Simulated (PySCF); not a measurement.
# Correlation energy of W²⁺ (tungsten, charge +2)

[Xe] 4f14 5d4, high-spin 5D determinant. Computed with PySCF 2.14 in aug-cc-pVTZ-PP with ECP60MDF (6s6p5d3f2g, 88 functions), with a scalar-relativistic core potential. Frozen: 5s2 5p6; 4 electrons correlated.

| level | correlation energy (mhartree) |
| --- | --- |
| CCSD | -36.61 |
| (T) | -0.38 |
| CCSD(T) | -36.99 |

Diagnostics: T1 = 0.0018, D1 = 0.0039, largest double amplitude 0.019.

Is a single reference adequate?

Yes, within this model without spin-orbit coupling: T1 lies below 0.03 and no double amplitude reaches 0.07.
